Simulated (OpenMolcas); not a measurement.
# Ag2+: moving or changing the point charges

Ag2+ among 6 point charges of -1.7 e arranged as an octahedron (Oh), 1.95 Å from the ion.

```
Program             : OpenMolcas 26.06
Method              : CASSCF
Basis               : ANO-RCC-VDZP [6s5p3d1f]
Scalar Hamiltonian  : DKH2, point nucleus
Active space        : 9 electrons in 5 orbitals (4d)
State averaging     : 2S+1 = 2 even, 5 roots
Spin-orbit coupling : RASSI with atomic mean-field integrals over the reference wave functions
```

Runs around this geometry, states (labels of O, the rotations of Oh). Energies in cm-1 above the lowest state or level, χT in cm3 K/mol; 10Dq is the gap between the two states.

```tsv
R (Å)	q (e)	Ground state	First state of that spin	10Dq	First gap with spin-orbit (degeneracies)	χT at 300 K
1.95	-1.36	2E	2T2 6288	6288	5162 (4, 2)	0.810
1.82	-1.7	2E	2T2 10550	10550	9245 (4, 2)	0.662
1.95	-1.7	2E	2T2 7848	7848	6636 (4, 2)	0.744
2.07	-1.7	2E	2T2 6041	6041	4934 (4, 2)	0.822
```

Taking |10Dq| as R^-n, n = -ln(6041 / 10550) / ln(2.07 / 1.82) = 4.3 between the shortest and longest distance. The point-charge formula for a cubic d site gives n = 5.

Scaling the charges by -1.36 / -1.7 = 0.80 scales |10Dq| by 6288 / 7848 = 0.80; with fixed orbitals a first-order splitting would follow the charge.

An orbital doublet at a regular site is open to a Jahn-Teller distortion, which this geometry leaves out. Point charges carry no covalency, so the field is a model and not that of real ligands. No measured value stands beside these numbers.
